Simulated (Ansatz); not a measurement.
The cluster Nb3Te5 (the lowest doublet isomer of a short search) was relaxed with PBE-D4 (def2-SVP) in Ansatz in these states: neutral doublet, neutral quartet. The geometries follow in no particular order.

In the def2 sets Nb, Te take a core potential; there is no spin–orbit coupling.

A:

```xyz
8

Nb    0.098    2.407   -0.380
Nb   -1.549    0.386   -0.695
Nb    0.800   -0.258    0.107
Te    2.638    1.581   -0.800
Te   -0.860    1.290    1.871
Te    0.055   -0.868   -2.491
Te    0.661   -2.409    1.810
Te   -1.843   -2.129    0.577
```

B:

Cartesian coordinates in Å:
```
Nb -1.0195 -1.4430 1.7061
Nb 1.1003 -0.3249 1.4359
Nb -0.5965 -0.0382 -0.5536
Te -1.9293 -2.3811 -0.6989
Te -1.0765 1.2942 1.9496
Te 1.9091 -1.1243 -1.1526
Te -0.4089 2.3325 -1.9829
Te 2.0212 1.6848 -0.7036
```

Problem. Judge from the bond lengths which geometry belongs to which state (an estimate).

Solution. A is the neutral quartet (Te6–Te8 3.822 Å, Nb2–Te8 2.834 Å, Nb1–Nb2 2.626 Å); B is the neutral doublet (Te6–Te8 2.847 Å, Nb2–Te8 3.076 Å, Nb1–Nb2 2.412 Å).

At PBE0-D4/def2-SVP a doublet lies 0.14 eV below the neutral quartet. These are the stationary points nearest to one start from a short search; other shapes may lie lower in each state.
